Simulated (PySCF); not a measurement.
## Low-lying terms of Al⁺ (aluminium, charge +1)

Ground state [Ne] 3s2, ¹S. Calculation: PySCF 2.14, in def2-TZVPPD with one added diffuse shell each of s, p, d type (7s6p5d1f, 57 functions); the non-relativistic Hamiltonian (point nucleus). Vertical excitation energies in eV without spin-orbit coupling; excited terms of each kind are numbered among those the solver found. Frozen: [He] 2s2.

```tsv
term	leading excitation	EOM-EE-CCSD	measured centre of gravity (NIST)
1 3P°	3s → p	4.656	4.651 (3s3p)
1 1P°	3s → p	7.489	7.421 (3s3p)
1 3S	3s → s	11.272	11.317 (3s4s)
1 1S	3s → s	11.789	11.822 (3s4s)
1 3D	3s → d	11.855	11.847 (3s3d)
2 3P°	3s → p	13.157	n/a
2 1P°	3s → p	13.346	n/a
1 1D	3s → d	13.817	n/a
2 3S	3s → s	14.856	n/a
2 1S	3s → s	15.033	n/a
2 3D	3s → d	15.035	n/a
2 1D	3s → d	15.521	n/a
```

Only the lower part of the computed list is shown. Doubly excited terms such as np² are absent. The solver can miss terms. Rydberg members are limited by the diffuse functions of the basis.
